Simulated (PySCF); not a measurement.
CH7GeNOSi, SMILES N1[SiH2][Ge@H]([OH])[CH2]1.

Coordinates come from a PBE0-D3(BJ)/def2-SVP optimisation. The structure was generated by enumeration; whether it is a known compound was not checked. The values are those of a single conformer.

All values below come from TDA-PBE/def2-SVPD in PySCF 2.14.0.

Vertical excitations. Gas-phase values at a fixed geometry.

**Question.** Estimate the UV-visible absorptions. (The exact figures need the calculation; the answer reports its results.)

**Answer.** 
```json
[
 {"state": "S1", "energy (eV)": "4.50", "λ (nm)": "276", "f": "0.001", "main pairs": "HOMO→LUMO 97 %"},
 {"state": "S2", "energy (eV)": "4.52", "λ (nm)": "274", "f": "0.001", "main pairs": "HOMO→LUMO+1 97 %"},
 {"state": "S3", "energy (eV)": "5.12", "λ (nm)": "242", "f": "0.010", "main pairs": "HOMO−1→LUMO 93 %"},
 {"state": "S4", "energy (eV)": "5.21", "λ (nm)": "238", "f": "0.003", "main pairs": "HOMO→LUMO+2 91 %"},
 {"state": "S5", "energy (eV)": "5.48", "λ (nm)": "226", "f": "0.127", "main pairs": "HOMO−1→LUMO+1 85 %"},
 {"state": "S6", "energy (eV)": "5.60", "λ (nm)": "221", "f": "0.006", "main pairs": "HOMO→LUMO+3 96 %"},
 {"state": "S7", "energy (eV)": "5.97", "λ (nm)": "208", "f": "0.068", "main pairs": "HOMO−1→LUMO+2 65 %, HOMO→LUMO+4 17 %"},
 {"state": "S8", "energy (eV)": "6.03", "λ (nm)": "205", "f": "0.030", "main pairs": "HOMO→LUMO+4 76 %"},
 {"state": "S9", "energy (eV)": "6.16", "λ (nm)": "201", "f": "0.006", "main pairs": "HOMO−2→LUMO 93 %"},
 {"state": "S10", "energy (eV)": "6.23", "λ (nm)": "199", "f": "0.040", "main pairs": "HOMO−1→LUMO+3 79 %"},
 {"state": "T1", "energy (eV)": "4.28", "λ (nm)": "290", "f": "0", "main pairs": "HOMO→LUMO 93 %"},
 {"state": "T2", "energy (eV)": "4.38", "λ (nm)": "283", "f": "0", "main pairs": "HOMO→LUMO+1 93 %"},
 {"state": "T3", "energy (eV)": "4.70", "λ (nm)": "264", "f": "0", "main pairs": "HOMO−1→LUMO+1 98 %"},
 {"state": "T4", "energy (eV)": "4.72", "λ (nm)": "263", "f": "0", "main pairs": "HOMO−1→LUMO 98 %"}
]
```
Triplets are in the Tamm–Dancoff approximation.
